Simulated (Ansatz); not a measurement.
A run for Ansatz (a quantum-chemistry and plane-wave program): U-CCSD(T)/cc-pV(D+d)Z on H3Si (SMILES [SiH3]). The basis file is the Basis Set Exchange's JSON of that set.

Ansatz 0.2 input:
```yaml
crystal:
  periodic: [false, false, false]
  atoms:
    - {symbol: Si, position_ang: [0.00000007, 0.00000000, 0.34126738]}
    - {symbol: H, position_ang: [1.41129820, -0.00000000, -0.11372244]}
    - {symbol: H, position_ang: [-0.70564914, 1.22221992, -0.11372247]}
    - {symbol: H, position_ang: [-0.70564914, -1.22221992, -0.11372247]}
basis:
  gaussian:
    orbitals: cc-pV_D+d_Z.json
magnetization: {spin_polarized: true, initial_magnetization: 1}
correlation: {method: ccsd_t, electrons: outside_noble_gas}
scf: {omitted_lower_state_checks: [cluster_reference]}
```

It printed:

```
WARN ansatz: RAYON_NUM_THREADS=4 ignored (pool sized by the plan → 4); use --threads N
Functional definition: HF
these checks for a lower state are left out or cut short: cluster_reference
integrals: 0.01 GiB planned
384 factors; integrals over basis functions are off by at most 1.1e-3 eV
mean field: 0.07 GiB planned
mean field evaluation 1: about -7907.8089 eV, gradient 6.9e0 eV
mean field evaluation 2: about -7907.8093 eV, gradient 6.9e0 eV
mean field evaluation 4: about -7908.4452 eV, gradient 5.7e-1 eV
mean field evaluation 8: about -7908.4523 eV, gradient 1.6e-4 eV
mean field -7908.45231624 eV, -290.6302620802 hartree, gradient 8.4e-7 eV, S^2 0.754261; 0 other end points of the search recorded, 0 dependent functions left out
5 core orbitals not correlated
reference -7908.45231624 eV, -290.6302620802 hartree; 4, 3 occupied and 29, 30 virtual orbitals, 384 factors
second order -2.56544060 eV of doubles, -0.00000000 eV of singles
coupled cluster: 0.08 GiB planned
cycle   1  -3.09498443 eV  change   -5.3e-1 eV  update   5.3e-2
cycle   2  -3.28974972 eV  change   -1.9e-1 eV  update   1.9e-2
cycle   3  -3.29557233 eV  change   -5.8e-3 eV  update   5.3e-3
cycle   4  -3.29584695 eV  change   -2.7e-4 eV  update   1.5e-3
cycle   5  -3.29546711 eV  change    3.8e-4 eV  update   5.7e-4
cycle   6  -3.29550385 eV  change   -3.7e-5 eV  update   2.1e-4
cycle   7  -3.29562209 eV  change   -1.2e-4 eV  update   5.4e-5
cycle   8  -3.29559606 eV  change    2.6e-5 eV  update   1.4e-5
cycle   9  -3.29559612 eV  change   -5.6e-8 eV  update   4.4e-6
perturbative correction -0.06008135 eV, -0.0022079488 hartree
Total energy: -7911.80799370 eV, -290.7535809524 hartree
Checks for a lower state left out: cluster_reference
```

Self-consistency was reached.

Cost: roughly 1.4 core-seconds.
